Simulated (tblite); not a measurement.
Compound: C5H10Br (doublet state).
Structure used (GFN2-xTB), in Å, numbered top down from 1:
```xyz
16
C5H10Br angstrom
C     -1.010    1.417   -0.341
C     -0.589    0.005   -0.166
C     -1.407   -0.895    0.685
C      0.701   -0.472   -0.720
C      1.822   -0.110    0.260
Br     3.578   -0.731   -0.374
H     -2.078    1.476   -0.560
H     -0.460    1.898   -1.147
H     -0.849    2.002    0.573
H     -2.199   -1.377    0.099
H     -0.802   -1.690    1.119
H     -1.898   -0.343    1.486
H      0.917   -0.003   -1.684
H      0.688   -1.556   -0.856
H      1.669   -0.581    1.230
H      1.910    0.968    0.383
```

Computed with GFN2-xTB (tblite): harmonic, unscaled wavenumbers at the GFN2-xTB geometry, gas phase. The method is semi-empirical: single wavenumbers can be off by several per cent or more. One conformer, not necessarily the lowest. Open shells enter through the occupations alone, without spin polarisation, and single modes of such species can be off by tens of per cent. The optimisation stopped once no atom felt more than 0.01 eV/Å.

Lowest wavenumbers of the output (negative numbers stand for imaginary wavenumbers):
```
mode    cm-1
  1     -36.3
  2      60.5
  3      86.1
  4      89.6
  5     127.6
  6     191.8
  7     314.7
  8     387.2
```

Problem. Is this structure a minimum?

Solution. Not by this Hessian. 1 mode is imaginary beyond 20i (36i cm⁻¹), so at this level the point lies at or near a first-order saddle. The curvature is small, so loose convergence or finite differences may be the whole cause.

Problem. Which atoms move in the imaginary mode?

Solution. 36i: H12 (hydrogen on carbon) 33 %, H10 (hydrogen on carbon) 31 %, H11 (hydrogen on carbon) 22 %. These are shares of the mass-weighted motion.

Problem. What is the remedy?

Solution. Step along that mode in both directions, optimise again with tighter thresholds and repeat the frequencies. The zero-point energy of this point (83.8 kcal/mol) counts the 41 real modes alone, and thermal corrections from it aren't those of a minimum.
